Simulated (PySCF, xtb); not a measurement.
Ti(H)3(SH) (H4STi), SMILES [SH][TiH3], multiplicity 1.

GFN2-xTB run with xtb 6.7.1 at its own geometry gives an orbital gap of 1.50 eV and a dipole moment of 1.73 D.

The structure is a stationary point at ωB97X-D3(BJ)/def2-TZVP. The spin state was assumed, not searched.

### Question
What does CAM-B3LYP/def2-TZVPD in PySCF give? (Estimate from the structure and the level; the computed values follow.)

### Answer
gap 7.95 eV (levels -9.63 and -1.68 eV), dipole 0.72 D.
